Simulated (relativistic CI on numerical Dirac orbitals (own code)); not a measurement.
**Hf2+ (5d2) in a crystal field**

Calculated by Dirac-Coulomb-Breit CI, KLI orbitals optimised for each configuration, QED by a radiative potential, valence Slater integrals scaled by 0.8, one configuration in a parametric crystal field (own radial code).

Field parameters in Wybourne normalisation: Oh B⁴₀ = 21Dq, B⁴₄ = √(5/14) B⁴₀. The field is a parameter set, without covalency.

S and J are read from ⟨S²⟩ = S(S + 1) and ⟨J²⟩ = J(J + 1) of each level; they are not fictitious spins.

Oh, 10Dq = 5500 cm⁻¹, the lowest 16 levels:

| E (cm⁻¹) | Degeneracy | Irrep | S | J |
| --- | --- | --- | --- | --- |
| 0.0 | 2 | E | 0.98 | 2.29 |
| 351 | 3 | T2 | 0.98 | 2.54 |
| 2255 | 3 | T1 | 1.00 | 3.34 |
| 3296 | 1 | A1 | 0.99 | 3.84 |
| 5526 | 3 | T2 | 0.92 | 3.00 |
| 5933 | 1 | A2 | 1.00 | 3.00 |
| 7064 | 3 | T1 | 0.99 | 3.61 |
| 7333 | 2 | E | 0.99 | 3.79 |
| 9013 | 2 | E | 0.20 | 2.82 |
| 9327 | 3 | T2 | 0.32 | 2.59 |
| 11977 | 1 | A1 | 0.97 | 0.91 |
| 12075 | 3 | T2 | 0.90 | 3.61 |
| 12891 | 3 | T1 | 1.00 | 1.26 |
| 14109 | 3 | T2 | 0.88 | 2.66 |
| 14327 | 2 | E | 0.92 | 2.36 |
| 15935 | 3 | T2 | 0.36 | 3.19 |

Oh, 10Dq = 9950 cm⁻¹, the lowest 10 levels:

```tsv
E (cm⁻¹)	Degeneracy	Irrep	S	J
0.0	2	E	0.99	2.46
219	3	T2	0.99	2.64
2018	3	T1	1.00	3.38
2851	1	A1	0.99	3.75
7801	3	T2	0.43	3.02
8752	2	E	0.09	3.05
9813	1	A2	1.00	3.00
10806	3	T1	1.00	3.50
10836	3	T2	0.80	2.91
10975	2	E	0.99	3.64
```

Oh, 10Dq = 14350 cm⁻¹, the lowest 16 levels:

| E (cm⁻¹) | Degeneracy | Irrep | S | J |
| --- | --- | --- | --- | --- |
| 0.0 | 2 | E | 0.99 | 2.55 |
| 150 | 3 | T2 | 0.99 | 2.68 |
| 1869 | 3 | T1 | 1.00 | 3.38 |
| 2608 | 1 | A1 | 0.99 | 3.70 |
| 8178 | 3 | T2 | 0.13 | 3.07 |
| 8563 | 2 | E | 0.06 | 3.12 |
| 13909 | 1 | A2 | 1.00 | 3.00 |
| 14431 | 3 | T2 | 0.96 | 3.01 |
| 14850 | 3 | T1 | 1.00 | 3.45 |
| 14962 | 2 | E | 1.00 | 3.55 |
| 16969 | 1 | A1 | 0.23 | 2.96 |
| 20457 | 1 | A1 | 0.91 | 1.59 |
| 20586 | 3 | T1 | 0.99 | 1.54 |
| 21129 | 3 | T2 | 0.82 | 2.52 |
| 21672 | 2 | E | 0.99 | 2.23 |
| 23131 | 3 | T2 | 0.40 | 2.93 |

The free-ion ground term has S = 1. Every field shown keeps that spin.

Levels of this model without a field, named by their leading LS term (the scale mimics covalency, so terms lie below those of the real free ion): 3F_2 0, 3F_3 2220, 3F_4 4531, 1D_2 8550, 3P_0 8821, 3P_1 9788, 3P_2 12198, 1G_4 13046 cm⁻¹.
